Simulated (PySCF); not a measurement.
Job for PySCF: R-HF/3-21G on CH3FGeO (SMILES C[O][Ge][F]), a point of a torsion scan.

```python
from pyscf import gto, scf, dft, mp
from pyscf.data.elements import chemcore

mol = gto.M(
    atom='''
    C    -0.88965615   -0.11034837    0.14945880
    O    -0.25606314    1.15019082    0.20942855
    Ge   -0.33170984    2.83517007   -0.16006658
    F    -2.03375634    2.94824397   -0.88375456
    H    -0.47341626   -0.68442208   -0.68026188
    H    -1.96421690    0.00439366   -0.00098836
    H    -0.70463676   -0.63996524    1.08609649
    ''',
    basis='3-21g',
    charge=0, spin=0, verbose=3, max_memory=1800)
mf = scf.RHF(mol)
mf.conv_tol = 1e-8
mf.max_cycle = 100
mf.kernel()
if not mf.converged:
    mf = mf.newton().run(mf.mo_coeff, mf.mo_occ)
```

It printed:

```
converged SCF energy = -2278.15879546926
```

The run converged.

Cost: roughly 0.4 core-seconds.
